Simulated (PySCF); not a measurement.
## Dipole response of Gd⁴⁸⁺ (gadolinium, charge +48)

[Ne] 3s2 3p4, high-spin 3P determinant. All numbers are calculated (PySCF 2.14, the spin-free X2C one-electron Hamiltonian (Gaussian nucleus), in an even-tempered Gaussian basis (18 s from 10 bohr⁻², ratio 2.5; 12 p from 13 bohr⁻², ratio 2.5; 4 d from 56 bohr⁻², ratio 2.7; 4 f from 83 bohr⁻², ratio 2.7)). Coupled (time-dependent) response in atomic units; α is the mean over directions.

```csv
method,mean α (bohr³),"α xx, yy, zz",C₆ (like pair),S(−4)
UHF,0.003599,"0.004426, 0.001944, 0.004426",0.0001741,1.988e-05
PBE0,0.003581,"0.004389, 0.001963, 0.004389",0.0001727,1.998e-05
```

S(−4) is the Cauchy moment in α(ω) = α(0) + S(−4) ω² + …

Spin-orbit coupling is absent.

α(iu) at UHF:

```csv
u (hartree),α(iu) (bohr³)
0,0.003598
2.00,0.003521
4.00,0.003317
8.00,0.002752
12.0,0.002224
16.0,0.001810
20.0,0.001497
30.0,0.001007
40.0,0.0007461
60.0,0.0004951
100,0.0003079
```

For an ion, C₆ is the dispersion term alone; charge-induced terms of lower order in 1/R come first.

The components differ because the open shell of this determinant is not spherical; for a pure term their mean is the scalar polarisability.

Spin-orbit coupling is strong in this species (close to jj coupling), so the high-spin LS determinant is a model state, not a physical level.
